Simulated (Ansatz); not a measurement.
```yaml
crystal:
  periodic: [false, false, false]
  atoms:
    - {symbol: Ag, position_ang: [-0.010029, 0.048879, 0.054272]}
    - {symbol: I, position_ang: [-0.029277, -0.008841, 2.611478]}
basis:
  gaussian: {orbitals: def2-SVPD}
hamiltonian: {xc: {name: wB97M-V}, dispersion: d2}
accuracy: high
```

```sh
$ ansatz run in.yaml --threads 4 --pin off --events-out ev --progress --plain --max-ram 10444MiB
```

Task: How does Ansatz answer? (Best estimate.)

Result: Ansatz gave: The program refused the input.
```
Error: YAML parse error: error: line 8 column 48: hamiltonian.dispersion: `d2` is not `none`, `rvv10`, `d3bj`, `d3bjatm`, `d4` or a map `{method: …, s8: …, a1: …, a2_bohr: …}` (numbers without units, a2 in bohr) or `{method: …, functional: …}`
 --> <input>:8:48
6 | basis:
7 |   gaussian: {orbitals: def2-SVPD}
8 | hamiltonian: {xc: {name: wB97M-V}, dispersion: d2}
9 | accuracy: high
```
